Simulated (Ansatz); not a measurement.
Gas-phase electronic energies from Ansatz, PBE0-D4/def2-TZVP geometries. CCSD(T)/CBS is the MP2 limit (def2-TZVPP, def2-QZVPP) plus CCSD(T) − MP2 in def2-TZVPP, frozen cores. This one scheme is used for every species. Functionals use def2-TZVPP. Each species was taken in one conformer, which may not be the lowest.

Reaction (cleavage of the Si–Si bond): `F[SiH](F)[Si](F)(F)F` + H₂S → `F[Si](F)(F)S` + `F[SiH2]F`

| level | ΔE (kcal/mol) |
| --- | --- |
| LDA (SPW92) | -18.4 |
| CAM-B3LYP | -19.8 |

Task: What does CCSD(T)/CBS give? (An estimate is asked.)

Result: Computed: -21.0 kcal/mol. The listed levels differ from it by 2.6, 1.2 kcal/mol.

Largest T1 diagnostic among the species: 0.013.

From PBE to PBE0 (25 % exact exchange), in def2-TZVPP and without D4, ΔE moves by −1.8 kcal/mol. Leaving LDA and LC-ωPBE aside and taking each functional with its dispersion term where it has one, the values, not all of them listed here, spread over 4.4 kcal/mol, from PBE-QIDH to PBE-D4. LDA lies −0.8 kcal/mol from PBE without D4.
